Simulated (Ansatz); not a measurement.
Total energies of `NC(=O)B(O)F`.

Cartesian coordinates in Å:
```
N 0.291 -0.523 -1.357
C -0.711 -0.215 -0.497
O -1.888 -0.354 -0.770
B -0.235 0.353 0.925
O 1.084 0.495 1.176
F -1.136 0.677 1.836
H 0.064 -0.884 -2.269
H 1.252 -0.393 -1.098
H 1.280 0.842 2.053
```

Charge 0, multiplicity 1. The structure was optimised at the PBE0-D4/def2-TZVP level. It is one conformer, not always the lowest. Basis def2-TZVPP, Ansatz 0.2.0.

RPA on PBE orbitals: Hartree–Fock energy of these orbitals -368.14302 Eh, correlation -1.78624 Eh (frozen core).

| functional | kind | energy without D4 (Eh) | D4 term (kJ/mol) |
| --- | --- | --- | --- |
| LDA (SPW92) | LDA | -367.33086 | – |
| PBE | GGA | -369.69997 | -15.4 |
| revPBE | GGA | -369.98149 | -53.3 |
| BLYP | GGA | -370.03609 | -34.8 |
| r2SCAN | meta-GGA | -369.92040 | -3.8 |
| B97M-V | meta-GGA with VV10 | -370.02089 | – |
| PBE0 | global hybrid, 25 % exact exchange | -369.70273 | -12.8 |
| B3LYP | global hybrid, 20 % | -370.10664 | -24.7 |
| r2SCAN0 | meta-GGA hybrid, 25 % | -369.86725 | -4.4 |
| HSE06 (plane-wave form) | screened hybrid | -369.68594 | -11.8 |
| BHLYP | global hybrid, 50 % | -369.92462 | -17.0 |
| CAM-B3LYP | range-separated hybrid | -369.97623 | -12.8 |
| LC-ωPBE | long-range corrected hybrid | -369.87271 | – |
| PBE-QIDH | double hybrid | -369.65086 | – |

Give the same for r2SCANh, ωB97X-V, ωB97M-V, B2PLYP. (Best estimate.)

Computed: 
```csv
functional,kind,energy without D4 (Eh),D4 term (kJ/mol)
r2SCANh,"meta-GGA hybrid, 10 %",-369.89854,-4.0
ωB97X-V,range-separated hybrid GGA with VV10,-369.97904,–
ωB97M-V,range-separated hybrid meta-GGA with VV10,-369.99621,–
B2PLYP,double hybrid,-369.85726,–
```

B3LYP takes the VWN-RPA correlation (the form of Gaussian; ORCA's B3LYP/G). HSE06 is the plane-wave form, built on full-range PBE exchange. The double hybrids freeze the cores in their second-order part.

LC-ωPBE has ω = 0.4 bohr⁻¹.
